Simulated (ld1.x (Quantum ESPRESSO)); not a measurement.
Varying the TM semilocal potential for thallium

Base potential:

ld1.x (Quantum ESPRESSO) 7.5 input, shortened:

```
&input
   title='Tl', zed=81., rel=1, dft='PBE', iswitch=3,
   config='[Xe] 4f14 5d10 6s2 6p1 6d-2'
 /
 &inputp
   pseudotype=1, tm=.true., lloc=1,
   nlcc=.false.
 /
3
6S  1  0   2.00   0.00  2.20  2.20  0.0
6D  3  2  -2.00  -0.15  2.35  2.35  0.0
6P  2  1   1.00   0.00  3.05  3.05  0.0
 &test
   configts(1)='6s2 6p1'
 /
```

All-electron outer shells of the reference configuration (PBE, scalar-relativistic, ld1.x):

```tsv
shell	level (eV)	outermost node (bohr)	outermost maximum (bohr)
5p	-76.10	0.50	0.91
5d	-15.49	0.53	1.11
6s	-9.55	1.04	2.08
6p	-2.37	1.23	2.91
```

Cutoffs, loose and tight: the cutoffs (Ry, on a coarse ladder) from which the occupation-weighted sum of valence levels, in a spherical-Bessel basis at the reference potential, stays within 10 and 1 mRy of its value at 400 Ry. They do not see the model core or the augmentation charge, which bear on the density cutoff. Test errors are all-electron minus pseudo excitation energies from the reference, over the configurations 6s2 6p0; 6s1 6p0; 6s2 6p0.5; 6s1 6p1; 6s1 6p2; 6s2 6p1.3; 6s0 6p3. A dash means not determined; rows that change the core or the reference have their own tests.

A true bound ghost makes a file unfit for plane-wave use even where its test errors are small: the radial tests pick states by their node count and pass the ghost by.

In the semilocal form every listed channel keeps its own potential, so the choice of the local channel does not act on these tests. It acts once the file is put into the separable form.

A semilocal file is local in each channel, so a ghost entry of none says nothing of the separable form that plane-wave codes build from it.

| change | outcome | cutoff, loose | cutoff, tight | bound ghosts | largest test error (meV) |
| --- | --- | --- | --- | --- | --- |
| base | generated | 18 Ry | 30 Ry | d | +191 |
| form changed from semilocal to separable (Kleinman–Bylander), still TM; local potential all-electron potential smoothed inside 1.75 bohr (lloc = -2) | generated | 18 Ry | 30 Ry | d | +195 |
| reference 6s1 6p0 | generated | 18 Ry | 30 Ry | none | +805 |
| wave 6d channel at -0.15 Ry: rc 2.35 bohr becomes 6d channel at -0.15 Ry: rc 1.60 bohr | generated | 18 Ry | 30 Ry | d | +191 |
| core correction a·sin(br)/r model core inside 2.40 bohr | generated | 18 Ry | 30 Ry | d | -382 |
| local potential the s channel | generated | 18 Ry | 30 Ry | d | +191 |
